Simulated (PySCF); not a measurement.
**How methods differ on the ionisation energy of Zr²⁺**

Zr²⁺ [Kr] 4d2 (3F) → Zr³⁺ [Kr] 4d1 (2D), as a difference of total energies. All numbers are calculated (PySCF 2.14, a scalar-relativistic core potential, in def2-TZVPPD with the def2 core potential (28 electrons) (6s4p3d2f1g, 56 functions)). Correlated levels: valence: 4s2 4p6 frozen; valence and next inner shell: nothing frozen outside the core potential. The calculations carry no spin-orbit coupling.

```
                                method  ionisation energy (eV)
                                   UHF                  22.405
                                   LDA                  23.334
                                   PBE                  23.351
                                  PBE0                  23.310
                                r2SCAN                  23.274
                                revPBE                  23.316
                                M06-2X                  23.023
                         MP2 (valence)                  22.493
                     SCS-MP2 (valence)                  22.434
    MP2 (valence and next inner shell)                  22.792
SCS-MP2 (valence and next inner shell)                  22.725
```

**Question.** Estimate what wB97M-V gives.

**Answer.** 23.007 eV, closest to M06-2X among the rows shown.

**Question.** Estimate what LC-wPBE gives.

**Answer.** 23.205 eV, closest to r2SCAN among the rows shown.

The reference lies between the lowest fine-structure levels, while these numbers refer to the centres of the terms.

Errors of the correlated levels include the incompleteness of this basis and the frozen core.

For comparison: 23.170 eV (semi-empirical (NIST evaluation); NIST Atomic Spectra Database, ionization energies).
